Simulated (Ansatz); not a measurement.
Consider the formal exchange of groups at the Si–Sn bond: `[AlH2][O][SnH2][SiH3]` + `CC1CCC1` → `[SiH3]C1CCC1` + `[CH3][SnH2][O][AlH2]`.

Computed with Ansatz on PBE0-D4/def2-TZVP structures; ΔE is electronic, products minus reactants. CCSD(T)/CBS is the MP2 limit (def2-TZVPP, def2-QZVPP) plus CCSD(T) − MP2 in def2-TZVPP, frozen cores. def2 core potentials past Kr. For Sn outer-core shells are correlated without core-valence functions, which leaves a few kJ/mol of doubt a bond. Each species was taken in one conformer, which may not be the lowest.

```
        level  ΔE (kJ/mol)
 HF/CBS(def2)          9.8
MP2/CBS(def2)          2.1
```

**Question.** What does CCSD(T)/CBS give? (Estimate.)

**Answer.** Computed: +7.4 kJ/mol. The listed levels differ from it by 2.4, -5.3 kJ/mol.

Largest T1 diagnostic among the species: 0.014.

In def2-TZVPP, CCSD(T) changes the Hartree–Fock value by −3.6 kJ/mol (the triples alone add −0.8 kJ/mol) and MP2 by −8.9 kJ/mol.
